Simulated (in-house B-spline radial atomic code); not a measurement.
**B97-1 excitations of Bi3+**

Method: B97-1. Computed with an all-electron radial atomic-structure program (B-spline basis): linear response of the closed shell [Xe] 4f14 5d10 6s2 with the functional's adiabatic kernel; scalar-relativistic (spin-free one-electron X2C), finite nucleus, no spin-orbit coupling, no double excitations, S, P, D and F terms only; shells from n = 4 respond. Only terms of natural parity with L up to 3 were computed.

Spin-orbit coupling is strong here, so these LS terms don't match observed levels.

Command:
```bash
python run_td.py task.json out
```
Settings (radii: box in bohr, nucleus in fm):
```
Z                        83
electrons                80
configuration            [Xe] 4f14 5d10 6s2
hamiltonian              x2c
method                   b97_1
box_radius               23.08
rms_radius               5.5211
intervals                71
```

Time taken, with all properties: 2.8 s on 1 thread of AMD EPYC 9R14 (Zen 4) (shared host).

The lowest states, in the order of their Tamm-Dancoff energies; the method's threshold (minus the highest occupied level) is 40.70 eV. Labels give the largest channel, * marks a mixed state, and oscillator strengths are full-response dipole values. Semilocal kernels can invert the small singlet-triplet splittings of Rydberg terms. Energies in eV:

| state | full response | Tamm-Dancoff | oscillator strength |
| --- | --- | --- | --- |
| 6s → 6p 3P | 11.446 | 11.511 | - |
| 6s → 6p 1P | 13.784 | 14.184 | 1.59 |
| 6s → 7s 3S | 23.965 | 23.979 | - |
| 6s → 6d 3D | 24.521 | 24.535 | - |
| 6s → 7s 1S | 24.556 | 24.587 | - |
| 6s → 6d 1D | 24.577 | 24.588 | - |
| 5d → 6p 3P | ? | ? | - |
| 5d → 6p 3F | 27.148 | 27.188 | - |
| 6s → 7p 3P | 27.590 | 27.598 | - |
| 5d → 6p 1F | ? | ? | - |

Task: Where does 5d → 6p 1F lie?

Result: At 27.671 eV in full response, 27.675 eV in Tamm-Dancoff.

Task: Where does 5d → 6p 3P lie?

Result: At 26.955 eV in full response, 26.997 eV in Tamm-Dancoff.

Task: How large is the singlet-triplet splitting of 6s → 6p (P terms) in Tamm-Dancoff?

Result: 2.67 eV, from the unrounded values.

Task: What polarisabilities and dispersion coefficient does the method give?

Result: Dipole 9.863 bohr³, quadrupole 26.54 bohr⁵, C6 60.46 hartree·bohr⁶ for two such species.
